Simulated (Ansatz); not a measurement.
Si2Ni3⁺. The state is a doublet with charge 1. Geometry r2SCAN-D4/def2-SVP; atoms count from 1.

```xyz
5

Ni   -1.074    1.143   -1.216
Ni    0.317   -0.067    1.635
Ni    0.996   -1.329   -0.144
Si   -1.043   -0.582    0.013
Si    0.804    0.835   -0.287
```

The charge 1 doublet is spin-contaminated (final ⟨S²⟩ up to 1.30, 0.75 for a pure state). No other spin state of charge 1 was run. Another isomer (doublet) lies 0.22 eV lower at PBE0-D4/def2-TZVP; other spin states weren't run for this one.

Estimate the Mulliken populations from the PBE0/def2-TZVP orbitals of Ansatz.


| atom | charge (e) | spin (α − β) | d electrons |
| --- | --- | --- | --- |
| Ni1 | 0.31 | -0.58 | 9.00 |
| Ni2 | 0.29 | 0.67 | 8.94 |
| Ni3 | 0.29 | 0.67 | 8.94 |
| Si4 | 0.06 | 0.12 | – |
| Si5 | 0.06 | 0.12 | – |
Mulliken values and Mayer orders depend strongly on the basis.

Where does the spin sit?

Summed by element: Ni 0.76, Si 0.24, of 1 unpaired in all. Largest on single atoms: Ni2 0.67, Ni3 0.67, Ni1 -0.58.

And the Mayer bond orders between bonded heavy atoms (over 0.3)?

Ni1–Si4 1.03 (2.12 Å); Ni1–Si5 1.03 (2.12 Å); Ni2–Ni3 0.56 (2.28 Å); Ni2–Si4 0.88 (2.18 Å); Ni2–Si5 0.88 (2.18 Å); Ni3–Si4 0.88 (2.18 Å); Ni3–Si5 0.88 (2.18 Å); Si4–Si5 0.76 (2.35 Å).
